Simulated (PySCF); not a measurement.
BrHSSn, SMILES [SH][Sn][Br] (connectivity only; charge and spin as stated), neutral, multiplicity 1. Atoms are numbered in the order given.

```xyz
4

Sn     0.7219     0.5739     0.0000
Br    -0.3656    -1.7272     0.0000
S     -1.4070     1.7970     0.0000
H     -0.7877     3.0020     0.0000
```

The structure is a stationary point at r2SCAN-D4/def2-SVP. The def2 effective core potentials stand for the cores of Sn; spin–orbit coupling is left out. One conformer was computed; it need not be the lowest.

Level of theory: B3LYP/def2-TZVPD in PySCF.

Isolated molecule, no solvent.

Computed frontier levels, gap, dipole moment and polarisability:
highest occupied level: -7.20 eV
lowest empty level: -3.15 eV
orbital gap: 4.06 eV
dipole moment: 3.49 D
quadrupole, principal values (traceless, Buckingham form, about the centre of nuclear charge): -4.89, 1.93, 2.96 D·Å
mean static polarisability: 92.5 bohr³ (13.71 Å³)
polarisability, principal values: 66.1, 93.3, 118.1 bohr³
